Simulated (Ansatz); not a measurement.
Two structures of Si2H6Cl2, singlet, reached by relaxing down either side of one saddle point (PBE0-D4/def2-TZVP). Energies are electronic, without zero-point energy. Computed with Ansatz 0.2.0 (basis: def2-TZVPP and def2-QZVPP); correlated methods freeze the cores. Extrapolation: Hartree–Fock as exp(−7.88 √X), correlation as X^−2.97. First:

```csv
atom,x (Å),y (Å),z (Å)
Si1,-1.0589,-0.0387,-0.7909
Si2,0.3104,-1.1667,0.7330
H3,-1.2592,-0.8159,-2.0402
H4,-0.5377,1.3036,-1.1587
Cl5,-2.9120,0.2486,0.0742
H6,1.3410,2.6729,-0.2238
Cl7,2.3530,2.0468,0.2474
H8,0.4479,-0.3687,1.9770
H9,-0.3321,-2.4700,1.0492
H10,1.6475,-1.4120,0.1326
```

Second:

| atom | x (Å) | y (Å) | z (Å) |
| --- | --- | --- | --- |
| Si1 | -1.3612 | 0.9645 | -1.3828 |
| Si2 | 1.3604 | -1.0435 | 1.3250 |
| H3 | -0.5191 | -0.1456 | -1.8812 |
| H4 | -2.5944 | 1.0801 | -2.1954 |
| Cl5 | -1.9256 | 0.5350 | 0.5499 |
| H6 | -0.6163 | 2.2420 | -1.3875 |
| Cl7 | 1.9382 | 0.6607 | 0.3249 |
| H8 | 0.6307 | -0.6505 | 2.5498 |
| H9 | 0.5002 | -1.8444 | 0.4257 |
| H10 | 2.5870 | -1.7984 | 1.6715 |

Which bonds change from the first to the second?

Si₂H₅Cl ([SiH3][SiH2][Cl]) + HCl → SiH₃Cl ([SiH3][Cl]) + SiH₃Cl ([SiH3][Cl]); bonds formed: Si1–H6, Si2–Cl7; bonds broken: Si1–Si2, H6–Cl7.

Give the saddle point's structure and its height above each. (An estimate is asked for; the value comes from the calculation.)

By the calculation: 170.0 kJ/mol above the first and 266.8 kJ/mol above the second (CCSD(T) at an estimated basis limit (MP2 extrapolated from triple and quadruple zeta, plus CCSD(T) − MP2 in triple zeta)).
```xyz
10
angstrom
Si -0.9742 0.3460 -0.8895
Si 0.7320 -0.6556 0.7675
H -0.9024 -0.7846 -1.8395
H -0.9363 1.6571 -1.5737
Cl -2.6506 0.2665 0.2674
H 0.5155 0.7987 -0.0900
Cl 1.9892 1.5777 0.4043
H 0.6707 -0.2567 2.1825
H -0.3715 -1.6665 0.5919
H 1.9277 -1.2828 0.1791
```

The search had been set up for a four-centre ligand exchange (forming Si1–Cl7, Si2–H6, breaking Si1–Si2, H6–Cl7); from that guess it ended on this step instead.

T1 diagnostic: at most 0.013.

Labels in which every atom is bracketed show which atoms are joined, not bond orders.

For scale, one of the runs: CCSD(T)/def2-TZVPP, 252 basis functions, launched by `ansatz run in.yaml --threads 4 --pin off --events-out ev --progress --plain --max-ram 9574MiB`. Hardware: 4 CPU threads of an Intel Xeon, shared host. Wall time 93 s; peak host memory 4.7 GiB.
